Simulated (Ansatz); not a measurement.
Molecule: 3-selanylpropan-1-ol, C₃H₈OSe, charge 0, multiplicity 1. SMILES: OCCC[SeH]
Coordinates optimised at B3LYP-D3(BJ)/def2-TZVP (Ansatz, a first-principles code):
```
C
H 1 1.0914
H 1 1.0925 2 106.89
C 1 1.5197 2 109.12 3 117.27
H 4 1.0979 1 109.94 2 -179.58
H 4 1.0979 5 107.68 1 119.63
O 4 1.4239 5 110.75 6 121.26
H 7 0.9624 4 108.93 5 -59.75
C 1 1.5197 2 110.15 3 -119.68
H 9 1.0888 1 111.96 2 178.75
H 9 1.0909 10 107.71 1 -122.83
Se 9 1.9761 10 107.68 11 -111.16
H 12 1.4723 9 94.91 10 -62.35
```

Wanted: vertical ionisation energy (to the doublet state of charge +1; each state is the SCF solution reached for its spin), in eV. Valence correlation only, unless marked. UHF or UKS for open shells. No spin-orbit coupling. Frozen are the shells of the preceding noble gas and the d and f shells that filled before the atom's block. No relativistic terms. CBS marks a two-point X^-3 extrapolation of the correlation energy; Hartree-Fock from the larger set. [CCSD(T)-MP2]/basis is that difference in the basis named.

```csv
level,program,vertical ionisation energy (eV)
HF/aug-cc-pVDZ,Ansatz,7.81
HF/aug-cc-pVQZ,Ansatz,7.78
PBE/def2-TZVPD,Ansatz,8.40
PBE0/def2-TZVPD,Ansatz,8.75
wB97M-V/def2-TZVPD,Ansatz,8.83
SCS-MP2/aug-cc-pVDZ,Ansatz,8.70
```

Problem. Estimate the value at RI-MP2/CBS(aug-cc-pVTZ,aug-cc-pVQZ)+[CCSD(T)-MP2]/aug-cc-pVTZ as computed with Ansatz.

Solution. 8.97 eV, so SCS-MP2/aug-cc-pVDZ differs from it by -0.27 eV.
